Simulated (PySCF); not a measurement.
# How methods differ on the ionisation energy of Xe²¹⁺

Xe²¹⁺ [Ar] 3d10 4s2 4p3 (4S) → Xe²²⁺ [Ar] 3d10 4s2 4p2 (3P), as a difference of total energies. Computed with PySCF 2.14 in an uncontracted even-tempered set (20 s from 1.3 bohr⁻², ratio 2.5; 14 p from 1.6 bohr⁻², ratio 2.5; 8 d from 2.9 bohr⁻², ratio 2.5; 5 f from 9.8 bohr⁻², ratio 2.7; 4 g from 15 bohr⁻², ratio 2.7), with the spin-free X2C one-electron Hamiltonian (Gaussian nucleus). Correlated levels: outer shells: [Ne] frozen; virtual orbitals above 40 to 60 times the deepest correlated orbital energy dropped. The calculations carry no spin-orbit coupling.

```
                method  ionisation energy (eV)
                   UHF                  659.32
    MP2 (outer shells)                  660.43
SCS-MP2 (outer shells)                  660.11
   CCSD (outer shells)                  660.29
CCSD(T) (outer shells)                  660.31
```

**Question.** How much does correlation contribute at CCSD(T) (outer shells)?

**Answer.** 660.31 − (659.32) = 0.99 eV, measured against UHF.

Spin-orbit coupling is strong in these open shells (close to jj coupling). The scalar numbers leave it out and a first-order estimate fails, so it can dominate the gap to the real levels.

Breit and QED terms and the two-electron picture change are absent.

For comparison: 650 ± 4 eV (theoretical estimate listed by NIST; NIST Atomic Spectra Database, ionization energies).
